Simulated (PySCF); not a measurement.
**Working out the ionisation energy of Kr²⁺**

Kr²⁺ [Ar] 3d10 4s2 4p4 (3P) → Kr³⁺ [Ar] 3d10 4s2 4p3 (4S). All numbers are calculated (PySCF 2.14, the spin-free X2C one-electron Hamiltonian (Gaussian nucleus), in aug-cc-pVTZ-DK). Frozen: [Ar] 3d10. Energies in hartree (1 hartree = 27.21139 eV):

| part | Kr²⁺ (lower) | Kr³⁺ (upper) |
| --- | --- | --- |
| UHF | -2786.840038 | -2785.577988 |
| CCSD correlation | -0.127947 | -0.097390 |
| (T) | -0.003015 | -0.002178 |

What does Hartree-Fock give?

(-2785.577988) − (-2786.840038) = 1.262050 hartree = 34.342 eV.

What do CCSD and CCSD(T) give?

The CCSD correlation energies differ by 0.030557 hartree = 0.831 eV and the triples by 0.000837 hartree = 0.023 eV, so CCSD gives 35.173 eV and CCSD(T) 35.196 eV.

Reference: 35.838 ± 0.02 eV (measured; NIST Atomic Spectra Database, ionization energies), between the lowest levels; spin-orbit coupling is absent from the calculation.

What remains against the reference includes basis incompleteness, the frozen core and higher excitations.
